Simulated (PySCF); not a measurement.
**Excitation energy of Cr by level of theory**

Cr [Ar] 3d5 4s1 (7S) → Cr [Ar] 3d6 (5D), as a difference of total energies. Computed with PySCF 2.14 in aug-cc-pwCVTZ (10s9p7d4f3g, 127 functions), with the non-relativistic Hamiltonian (point nucleus). The calculations carry no spin-orbit coupling.

| method | excitation energy (eV) |
| --- | --- |
| LDA | 4.033 |
| PBE | 4.011 |
